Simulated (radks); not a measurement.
Question: These are the eigenvalues of the occupied orbitals of an atom or ion with whole-number occupations (hartree). Calculated with a radial shooting solver on a logarithmic mesh with Libxc functionals: scalar-relativistic Kohn-Sham, PBE, spin-polarised, spherical densities, finite nucleus; Fermi nuclear charge, rms radius of each element as measured or else 0.836 A^(1/3) + 0.57 fm.

orbital  eigenvalue
1s up     -520.7548
1s down   -520.7520
2s up     -68.95759
2s down   -68.95602
2p up     -61.02162
2p down   -61.01893
3s up     -10.13918
3s down   -10.13566
3p up      -7.61191
3p down    -7.60796
3d up      -3.43021
3d down    -3.42537
4s up      -1.26410
4s down    -1.23111
4p up      -0.73328
4p down    -0.70118

Which element is it, and in what charge state? The configuration may be excited. Open shells, if any, are filled with parallel spins first.

Answer: Z = 36, krypton, charge +1: Kr+ in [Ar] 3d10 4s2 4p5. The list shows which subshells hold electrons but not how many an open one holds; the 1s level, -520.75 hartree, gives Z - s = 32.3 by -(Z - s)^2/2, which with screening and relativity narrows Z to a few neighbours, and the depths of the outer levels then fix element, charge and occupations together.
